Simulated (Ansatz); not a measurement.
System: C₄H₅SSi, net charge 0, doublet state. It need not be the lowest isomer of its formula. 
Coordinates optimised at B3LYP-D3(BJ)/def2-TZVP (Ansatz, an electronic-structure program):
SMILES: [SiH3]c1[c]ccs1
```xyz
11

Si    -2.2357    -0.2876    -0.0208
C     -0.3829    -0.2215    -0.1345
C      0.4700    -1.0094    -0.8207
C      1.8530    -0.7566    -0.7522
C      2.0736     0.3227     0.0605
S      0.6104     0.9679     0.6927
H     -2.6974    -1.4422    -0.8192
H     -2.8339     0.9606    -0.5476
H     -2.6618    -0.4449     1.3888
H      2.6252    -1.3175    -1.2552
H      3.0188     0.7725     0.3218
```
Charge 0, spin multiplicity 2.

Atomisation energy built up term by term with Ansatz (kcal/mol; UHF references for open shells; valence terms freeze the core; atomic spin-orbit terms are left out). CBS marks a two-point X^-3 extrapolation of the correlation energy; Hartree-Fock from the larger set.

The UHF reference is spin-contaminated (<S^2> 0.36 over the pure value in the largest basis). 

```json
[
 {"term": "Hartree-Fock", "basis": "cc-pV(Q+d)Z", "kcal/mol": "…"},
 {"term": "CCSD correlation", "basis": "CBS(cc-pV(T+d)Z,cc-pV(Q+d)Z)", "kcal/mol": "260.04"},
 {"term": "(T)", "basis": "CBS(cc-pV(T+d)Z,cc-pV(Q+d)Z)", "kcal/mol": "…"},
 {"term": "core correlation", "basis": "cc-pwCVTZ", "kcal/mol": "4.60"},
 {"term": "scalar relativity (X2C)", "basis": "cc-pVTZ-DK against cc-pVTZ", "kcal/mol": "-1.66"},
 {"term": "sum: De", "basis": "", "kcal/mol": "…"}
]
```

Complete the blanks.


- Hartree-Fock, kcal/mol: 767.95
- (T), kcal/mol: 24.98
- sum: De, kcal/mol: 1055.9
